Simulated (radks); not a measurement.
Task: Ag, configuration [Kr] 4d10 5s1 (the NIST ground configuration). Calculated with a radial shooting solver on a logarithmic mesh with Libxc functionals: scalar-relativistic Kohn-Sham, PBE, spin-polarised, spherical densities, finite nucleus; open shells are filled with parallel spins first (spin-orbit coupling, left out, can overturn this in heavy ions); Fermi nuclear charge, rms radius 4.5454 fm. Some entries of the table are withheld. Estimate them.

orbital,occ.,eigenvalue (eV),<r> (bohr)
1s up,1,-25329.15,0.03111
1s down,1,-25329.13,0.03111
2s down,1,-3729.346,0.1349
2s up,1,-3729.341,0.1349
2p down,3,-3345.179,0.1177
2p up,3,-3345.178,0.1177
3s up,1,-683.6529,0.3685
3s down,1,-683.6422,0.3685
3p up,3,-557.4566,0.3676
3p down,3,-557.4464,0.3676
3d up,5,-358.4374,0.3458
3d down,5,-358.4333,0.3458
4s down,1,(1),(2)
4s up,1,(3),(4)
4p up,3,-58.5308,1.002
4p down,3,-58.5200,1.000
4d up,5,-7.5036,1.429
4d down,5,-7.2980,1.407
5s up,1,-4.7335,3.143
5s down,0,-3.9573,3.147

Result: 
(1) 4s down eigenvalue (eV): -95.0084
(2) 4s down <r> (bohr): 0.9119
(3) 4s up eigenvalue (eV): -95.0016
(4) 4s up <r> (bohr): 0.9122
